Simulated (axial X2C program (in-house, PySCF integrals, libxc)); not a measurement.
HgB⁺: from the spin-free to the two-component result

All values were computed with an in-house all-electron X2C program for linear molecules (integrals from PySCF). Spin-free means the one-electron spin-free X2C Hamiltonian; two-component (2c) means X2C with spin–orbit coupling and atomic mean-field two-electron Coulomb and Gaunt terms, so the difference of the two also holds small scalar two-electron terms. Basis: Hg dyall-cv3z [13s14p9d6f4g], B dyall-v3z [7s6p2d1f] (cores contracted in-house); Gaussian nuclei, density fitting, unrestricted open shells. Masses: Hg 201.971 u, B 11.009 u.

Spin-free state: M_S = 0, Λ = 0 (closed shell); fragments Hg + B+.

```json
{"level": "PBE0", "Re (Å)": "2.343", "ωe (cm⁻¹)": "322.6", "De (eV)": "1.723", "μ (D)": "3.57"}
{"level": "HF", "Re (Å)": "2.540", "ωe (cm⁻¹)": "264.1", "De (eV)": "1.015", "μ (D)": "3.98"}
{"level": "MP2", "Re (Å)": "2.345", "ωe (cm⁻¹)": "305.9", "De (eV)": "1.212", "μ (D)": "n/a"}
{"level": "CCSD", "Re (Å)": "2.405", "ωe (cm⁻¹)": "295.8", "De (eV)": "1.226", "μ (D)": "n/a"}
{"level": "CCSD(T)", "Re (Å)": "2.379", "ωe (cm⁻¹)": "308.1", "De (eV)": "n/a", "μ (D)": "n/a"}
{"level": "M06", "Re (Å)": "2.459", "ωe (cm⁻¹)": "278.4", "De (eV)": "1.501", "μ (D)": "4.29"}
```

Correlated methods: 14 electrons correlated (number of frozen shells: Hg 5 s, 4 p, 2 d, 1 f; B 1 s), 266 virtual spin orbitals or spinors in MP2, 90 natural virtuals in coupled cluster.

Dipoles are positive if B is the positive end and refer to the centre of mass.

Two-component determinant lowest at the distance of the search:

Ω = 0 (closed shell); fragments Hg + B+.

| level | Re (Å) | ωe (cm⁻¹) | De (eV) | μ (D) |
| --- | --- | --- | --- | --- |
| PBE0 | 2.336 | 324.6 | 1.733 | 3.54 |
| HF | 2.534 | 264.8 | 1.017 | 3.95 |
| MP2 | 2.338 | 306.9 | 1.215 | n/a |
| CCSD | 2.399 | 297.7 | 1.227 | n/a |
| CCSD(T) | 2.373 | 309.9 | n/a | n/a |
| M06 | 2.453 | 279.4 | 1.506 | 4.26 |

Q: From the two tables, how do the constants change at the CCSD(T) level (2c against spin-free)?

A: At the CCSD(T) level Re falls by 0.006 Å and ωe increases by 1.8 cm⁻¹.

Occupations by symmetry block were frozen at the best pattern of an incomplete PBE0 search. De is counted from the lowest determinant-based energies of the atoms at the same level, without counterpoise correction. De is not given where an atomic determinant may have missed its ground term or J level, or where the truncated virtual space spoils (T). Coupled cluster ran in a truncated set of natural virtual spinors; the MP2 energy of the rest was added. (T) has no such correction and the atoms are truncated less, which lowers De at CCSD(T) by a hundredth of an eV or more.
